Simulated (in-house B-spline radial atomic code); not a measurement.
Results of a calculation; reference values are marked as such.
Stopping and range of 120 keV Br in InAs

The pair potential comes from two frozen, spherical free-atom densities (PBE, B-spline radial code, scalar-relativistic past argon): electrostatics plus the change in Thomas-Fermi kinetic and Dirac exchange energy where they overlap, the recipe behind the universal ZBL potential, which averages such potentials (from solid-state densities) over many pairs. It is written V = (Z1 Z2 e²/r) φ(r/a), with e² = 14.3996 eV·Å and a = 0.46850 Å/(Z1^0.23 + Z2^0.23); ZBL's fit is φ = 0.18175 e^(−3.1998x) + 0.50986 e^(−0.94229x) + 0.28022 e^(−0.4029x) + 0.02817 e^(−0.20162x). Where φ falls below 4e-4 it is continued as an exponential.

The target is taken as amorphous, with density 5.68 g/cm³ (NSM archive of the Ioffe Institute); channelling is ignored. Masses: Br 79.9, In 114.82, As 74.92 u. Nuclear stopping is S_n = 4π a Z1 Z2 e² M1/(M1 + M2) × s_n(ε), with s_n integrated over impact parameters for each pair. Electronic stopping is Lindhard and Scharff's S_e = Z1^(1/6) 8π e² a0 Z1 Z2/(Z1^(2/3) + Z2^(2/3))^(3/2) × v/v0, with a0 = 0.529177 Å and v = v0 at 24.801 keV/u; it misses the oscillations with Z1 seen in experiment, which reach tens of per cent. Compounds add by atom fraction.

```json
{"target atom": "In", "a (Å)": "0.09941", "ε at this energy": "0.2848", "s_n, this pair": "0.3531", "s_n, ZBL potential": "0.3504"}
{"target atom": "As", "a (Å)": "0.10411", "ε at this energy": "0.3635", "s_n, this pair": "0.361", "s_n, ZBL potential": "0.3499"}
```

Question: What are the atom density and the stopping powers at entry?

Answer: N = 5.68 × 0.602214/94.87 = 0.03606 atoms/Å³. For In: S_n = 12660 × 0.3531 = 4470 eV·Å², S_e = 3.5688 × √120000 = 1236 eV·Å². For As: S_n = 11230 × 0.361 = 4054 eV·Å², S_e = 2.9556 × √120000 = 1024 eV·Å². Averaged over the target's atoms (half each) and times N × 10 Å/nm, the ion loses N S_n = 1540 eV/nm to recoils and N S_e = 407 eV/nm to electrons; the nuclear share is 79 %.

Along the track:

| E (keV) | N S_n (eV/nm) | N S_e (eV/nm) |
| --- | --- | --- |
| 6 | 842 | 91.1 |
| 18 | 1190 | 158 |
| 36 | 1380 | 223 |
| 60 | 1480 | 288 |
| 90 | 1530 | 353 |
| 120 | 1540 | 407 |

Question: Estimate the path length and the projected range.

Answer: With continuous slowing down the path is the integral of dE/(N (S_n + S_e)). Trapezoids over the table give 69.6 nm, and the stretch below the first row, with stopping taken as √E, adds 2E/(N S) = 13 nm: 82.5 nm in all, against 80.4 nm on a fine grid from 5 eV. Deflections shorten the depth: to first order in the energy passed on, N (S_n + S_e) dR_p/dE = 1 − N S_n (M2/M1) R_p/(2E), summed over the target's atoms, and integrating this on the fine grid gives R_p = 46.7 nm, 0.58 of the path. Lindhard's rule of thumb R/(1 + M2/3M1), with mean M2/M1 = 1.19, gives 57.6 nm. On the ZBL potential the same equation gives 47.4 nm, and the full integral equation, which keeps hard collisions, 50.8 nm.
